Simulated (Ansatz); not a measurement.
Species, as SMILES: [S]=[Ge] (S-Ge) (closed-shell singlet).
Geometry (B3LYP-D3(BJ)/def2-TZVP, fixed):
```
Ge
S 1 2.0285
```
Charge 0, spin multiplicity 1.

Basis-set convergence of the dipole moment at MP2 with Ansatz (a program for electronic structure). Dipoles come from the density behind the forces; the sign is taken along the dipole that this method gives in the largest set. The reference of a correlated method is not its basis-set limit, which lies further on. Cartesian d functions, on some or all atoms, in 3-21G, 6-31G**; all else is spherical. Cores are frozen (with 3d on Ga to Br). No added dispersion term, no relativity. Reference: the value in aug-pcseg-3, 2.002 D, itself unsure by roughly 0.015 D (its mean distance from aug-cc-pV(Q+d)Z, def2-QZVPPD). Deviations are taken from unrounded values.

```csv
basis,functions,dipole moment (D),minus reference (D)
pcseg-0,35,1.723,-0.278
3-21G,36,2.070,0.068
pcseg-1,45,1.731,-0.270
cc-pV(D+d)Z,50,1.674,-0.327
def2-SVP,50,1.405,-0.597
6-31G**,54,1.612,-0.389
aug-pcseg-1,63,1.825,-0.176
def2-SVPD,65,1.977,-0.025
aug-cc-pV(D+d)Z,68,1.974,-0.027
cc-pV(T+d)Z,82,1.903,-0.099
def2-TZVP,85,1.984,-0.017
def2-TZVPD,100,1.994,-0.007
cc-pV(Q+d)Z,132,1.998,-0.004
pcseg-3,132,2.004,0.003
def2-QZVPP,159,2.017,0.016
aug-cc-pV(Q+d)Z,182,2.019,0.018
aug-pcseg-3,182,2.002,0.000
cc-pV(5+d)Z,204,2.015,0.013
```
